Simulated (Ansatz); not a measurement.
Bond stretch in BCl, singlet.

Level of theory: unrestricted PBE/cc-pVDZ (Ansatz, a quantum-chemistry and plane-wave program).

The batch members p0 to p7 hold the bond at 1.29, 1.36, 1.46, 1.54, 1.63, 1.68, 1.72, 1.79 Å.

Ansatz input:

Ansatz 0.2 input:
```yaml
# input.yaml
basis:
  gaussian: { orbitals: cc-pvdz }
hamiltonian:
  xc: pbe
batch:
  members: [p0.yaml, p1.yaml, p2.yaml, p3.yaml, p4.yaml, p5.yaml, p6.yaml, p7.yaml]

# p4.yaml, one of the 8 members of this batch
crystal:
  periodic: [false, false, false]
  atoms:
    - { symbol: B, position_ang: [0.0, 0.0, 0.0] }
    - { symbol: Cl, position_ang: [0.0, 0.0, 1.63] }
total_charge: 0
magnetization:
  spin_polarized: true
```

Lines of the output on each member:

```
Member 0: Total energy: -13185.50291392 eV, -484.5582946317 hartree
Member 1: Total energy: -13187.57292402 eV, -484.6343660998 hartree
Member 2: Total energy: -13189.40573936 eV, -484.7017208212 hartree
Member 3: Total energy: -13190.22977907 eV, -484.7320037219 hartree
Member 4: Total energy: -13190.71511519 eV, -484.7498394953 hartree
Member 5: Total energy: -13190.84410754 eV, -484.7545798770 hartree
Member 6: Total energy: -13190.89394290 eV, -484.7564112925 hartree
Member 7: Total energy: -13190.89385642 eV, -484.7564081146 hartree
```

The unrestricted determinant behind UKS-PBE is spin-contaminated at 3.45 to 6.91 Å (<S²> up to 0.7, against 0.00 for a pure singlet).
